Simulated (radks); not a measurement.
Results of a calculation; reference values are marked as such.
Initial-state core-level shifts of the rhodium ion Rh+ when its valence configuration changes from [Kr] 4d8. Level of theory: Dirac Kohn-Sham, PBE, spin-unpolarised, spherical densities, finite nucleus; open shells fill j = l - 1/2 first; Fermi nuclear charge, rms radius 4.4945 fm (a radial shooting solver on a logarithmic mesh with Libxc functionals). Shifts are changes of the shell-averaged eigenvalues in eV (positive: less bound); the change of the density at the nucleus, which sets a Mossbauer isomer shift, is in e/bohr^3, on a base of 1.21e+05.

| valence | 3s | 3p | 4s | 4p | density at nucleus |
|---|---|---|---|---|---|
| 4d7 5p1 | -5.600 | -5.600 | -5.305 | -5.132 | +2.66 |
| 4d7 5s1 | -4.311 | -4.312 | -3.995 | -3.824 | +22.74 |
| 4d7.5 5s0.5 | -2.090 | -2.090 | -1.951 | -1.870 | +10.68 |
| 4d6 5p2 | -11.577 | -11.577 | -10.789 | -10.396 | +6.48 |
| 4d6 5s2 | -9.106 | -9.107 | -8.311 | -7.933 | +51.19 |
| 4d5 5s1 5p2 | -16.729 | -16.729 | -15.251 | -14.611 | +37.46 |
| 4d7.5 5p0.5 | -2.748 | -2.748 | -2.623 | -2.543 | +1.18 |
| 4d5 5s2 5p1 | -15.547 | -15.548 | -14.081 | -13.453 | +62.27 |
| 4d5 5p3 | -18.029 | -18.028 | -16.536 | -15.884 | +11.11 |
